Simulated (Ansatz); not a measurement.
Consider the ligand exchange at the Si–C bond: `N=C[SiH2]N` + `[SH][GeH3]` → `N[SiH2][S][GeH3]` + `C=N`.

Program: Ansatz. Geometries: PBE0-D4/def2-TZVP. ΔE: electronic, gas phase. CCSD(T)/CBS adds triple-zeta CCSD(T) − MP2 to the extrapolated MP2 energy (def2 sets, frozen cores). This one scheme is used for every species. DFT in def2-TZVPP. B3LYP here is the variant with VWN-RPA as its local correlation; programs differ in this. HSE06 is defined as in plane-wave codes. For Ge outer-core shells are correlated without core-valence functions, which leaves a few kJ/mol of doubt a bond. Scalar relativity is left out up to krypton. One conformer a species, not always the lowest.

`N=C[SiH2]N`:

```xyz
10

N     0.554    1.285    1.215
C    -0.103    1.251    0.128
Si   -0.388   -0.411   -0.737
N     0.288   -1.774    0.050
H     0.636    2.239    1.576
H    -0.513    2.167   -0.331
H     0.201   -0.293   -2.098
H    -1.860   -0.595   -0.847
H     1.294   -1.827    0.106
H    -0.109   -2.042    0.938
```

`[SH][GeH3]`:

```xyz
6

S    -1.108    0.705   -1.113
Ge    0.411    0.047    0.372
H    -1.560   -0.535   -1.361
H     1.422   -0.907   -0.283
H    -0.267   -0.649    1.562
H     1.102    1.339    0.824
```

`N[SiH2][S][GeH3]`:

```xyz
11

N    -0.669    1.655   -1.850
Si   -0.588    0.667   -0.459
S     0.758   -0.990   -0.685
Ge    0.892   -1.525    1.468
H     0.143    2.165   -2.159
H    -1.234    1.366   -2.633
H    -0.113    1.476    0.694
H    -1.957    0.156   -0.199
H    -0.509   -1.474    2.100
H     1.455   -2.951    1.526
H     1.823   -0.545    2.198
```

`C=N`:

```xyz
5

C    -0.176    0.330    0.111
N     0.107   -0.558   -0.738
H     0.177    0.341    1.148
H    -0.820    1.159   -0.189
H     0.713   -1.272   -0.332
```

```tsv
level	ΔE (kcal/mol)	difference from CCSD(T)/CBS
LDA (SPW92)	-18.3	1.6
revPBE-D4	-19.1	0.8
BLYP-D4	-18.1	1.8
r2SCAN-D4	-19.6	0.3
B97M-V	-19.6	0.3
PBE0-D4	-19.8	0.1
B3LYP-D4	-18.7	1.2
r2SCANh-D4	-19.8	0.1
r2SCAN0-D4	-20.1	-0.2
HSE06-D4	-19.8	0.1
BHLYP-D4	-19.7	0.2
ωB97X-V	-18.8	1.1
B2PLYP	-18.6	1.3
PBE-QIDH	-20.2	-0.3
PBE	-18.3	1.6
revPBE	-18.0	1.9
BLYP	-16.6	3.3
r2SCAN	-19.4	0.5
PBE0	-19.1	0.8
B3LYP	-17.4	2.5
r2SCANh	-19.6	0.3
HSE06	-19.1	0.8
BHLYP	-18.1	1.8
CAM-B3LYP	-17.3	2.6
RPA@PBE/def2-TZVPP	-18.0	1.9
HF/def2-SVP	-17.5	2.4
MP2/def2-SVP	-18.8	1.1
CCSD/def2-SVP	-17.5	2.4
CCSD(T)/def2-SVP	-17.5	2.4
HF/def2-TZVPP	-18.4	1.5
MP2/def2-TZVPP	-20.6	-0.7
SCS-MP2/def2-TZVPP	-19.5	0.4
CCSD/def2-TZVPP	-18.7	1.2
CCSD(T)/def2-TZVPP	-19.0	0.9
HF/def2-QZVPP	-18.3	1.6
MP2/def2-QZVPP	-21.1	-1.2
SCS-MP2/def2-QZVPP	-20.0	-0.1
HF/CBS(def2)	-18.3	1.6
MP2/CBS(def2)	-21.5	-1.6
CCSD/CBS(def2)	-19.5	0.4
CCSD(T)/CBS	-19.9	0
```

Largest T1 diagnostic among the species: 0.012.

From BLYP to BHLYP (50 % exact exchange), in def2-TZVPP and without D4, ΔE moves by −1.5 kcal/mol. Leaving LDA and LC-ωPBE aside and taking each functional with its dispersion term where it has one, the values, not all of them listed here, spread over 2.1 kcal/mol, from PBE-QIDH to CAM-B3LYP-D4.
